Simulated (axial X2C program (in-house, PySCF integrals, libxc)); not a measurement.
Bond lengths and stretching modes, held linear, of NSeN⁺

Calculated with an axial X2C code built on PySCF integrals: two-component X2C with atomic mean-field Coulomb and Gaunt terms, Gaussian nuclei, basis N dyall-av3z, Se dyall-v3z with contracted cores. Spin-free rows use the one-electron spin-free X2C Hamiltonian.

Masses N 14.003, Se 79.917, N 14.003 u. States: 2c Ω = 1/2 (beyond evenly filled blocks: ω = 1/2); spin-free M_S = 1/2, Λ = 1 (beyond evenly filled blocks: π+α, π+β, π-α).

PBE, 2c: energies above the lowest point

| r(N–Se) (Å) | r(Se–N) (Å) | E (meV) |
| --- | --- | --- |
| 1.6058 | 1.6058 | 177.02 |
| 1.6058 | 1.6470 | 91.09 |
| 1.6058 | 1.6882 | 65.30 |
| 1.6470 | 1.6058 | 91.09 |
| 1.6470 | 1.6470 | 16.88 |
| 1.6470 | 1.6882 | 2.61 |
| 1.6470 | 1.7294 | 33.35 |
| 1.6882 | 1.6058 | 65.30 |
| 1.6882 | 1.6470 | 2.61 |
| 1.6882 | 1.6882 | 0.00 |
| 1.7294 | 1.6470 | 33.35 |
| 1.7294 | 1.7294 | 96.00 |

Q: Fit a quadratic surface with cubic terms in each bond: where is the minimum, and what are the two stretching wavenumbers?

A: At PBE, 2c: bonds 1.673 and 1.673 Å; harmonic stretches 776.6 and 843.4 cm⁻¹; force constants 4.78, 4.78 and coupling 1.09 mdyn/Å.

The other levels and Hamiltonians give:

| Hamiltonian | level | r(N–Se) (Å) | r(Se–N) (Å) | lower stretch (cm⁻¹) | upper stretch (cm⁻¹) |
| --- | --- | --- | --- | --- | --- |
| 2c | PBE0 | 1.646 | 1.646 | 768.7 | 887.6 |
| spin-free | PBE0 | 1.645 | 1.645 | 759.6 | 889.7 |
| spin-free | PBE | 1.672 | 1.672 | 772.5 | 844.1 |

Each state is one determinant, the lowest of a limited PBE0 search; the stretches come from a fit to these few points and carry an uncertainty of a few per cent. Other orders of the atoms were not compared. Left out for rough or failed fits: HF 2c, MP2 2c, HF spin-free, MP2 spin-free. The molecule was held linear; bending was not examined, so a bent shape may lie lower. Note: functional without a current term on a determinant with orbital currents, of the molecule or an atom.
